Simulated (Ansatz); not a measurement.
A structure relaxed at r2SCAN-D4/def2-SVP in Ansatz, charge 1, singlet:

```csv
atom,x (Å),y (Å),z (Å)
Sb1,0.624,-3.150,3.661
In2,2.272,-5.075,2.094
Sb3,-2.201,0.744,4.064
In4,-2.415,3.668,4.196
In5,-0.721,-1.014,2.375
Sb6,1.276,0.459,1.004
Sb7,1.686,-3.696,-0.389
In8,2.966,-1.174,-0.678
Sb9,-1.422,4.204,1.487
In10,0.109,2.656,-0.355
Sb11,2.239,3.996,-1.652
Sb12,2.538,0.076,-3.194
In13,3.996,2.553,-3.579
Sb14,-2.410,-1.916,0.322
In15,-1.013,-3.882,-1.221
In16,-3.791,0.505,-0.473
Sb17,-1.649,1.450,-2.181
Sb18,-0.961,-2.600,-3.787
In19,-0.112,0.111,-4.191
H20,1.446,-2.399,4.947
H21,-0.588,-3.867,4.613
H22,3.865,-4.665,2.573
H23,1.318,-6.497,2.151
H24,-1.814,0.199,5.631
H25,-3.755,0.054,4.022
H26,-1.086,4.104,5.184
H27,-4.091,3.997,4.131
H28,2.237,1.153,2.228
H29,2.459,-4.635,-1.584
H30,4.603,-1.139,-0.134
H31,-0.585,5.686,1.545
H32,-2.695,4.765,0.509
H33,3.066,4.772,-0.385
H34,1.507,5.398,-2.277
H35,3.277,-1.017,-4.274
H36,5.472,2.447,-2.715
H37,3.516,3.227,-5.080
H38,-3.518,-2.838,1.232
H39,-1.773,-5.426,-1.228
H40,-3.571,1.506,0.939
H41,-5.207,0.158,-1.370
H42,-2.236,2.833,-2.986
H43,-0.022,-3.576,-4.814
H44,-2.445,-2.853,-4.578
H45,-0.389,0.699,-5.785
```

Task: Give its formula and point group.

Result: In9Sb10H26⁺, a nanocrystal cut from wurtzite InSb (hydrogen-capped). Point group Cs (tolerance 0.1 Å).

Task: Summarise the bond lengths by kind (pairs closer than 1.2 times the sum of covalent radii, bridged metal pairs left out).

Result: 25 × In–Sb 2.81 to 2.98 Å; 15 × H–Sb 1.70 to 1.71 Å; 11 × H–In 1.71 to 1.74 Å.

In the def2 sets In, Sb take a core potential; there is no spin–orbit coupling. Single mean-field runs in def2-SVP are fitted with def2-universal-jkfit.
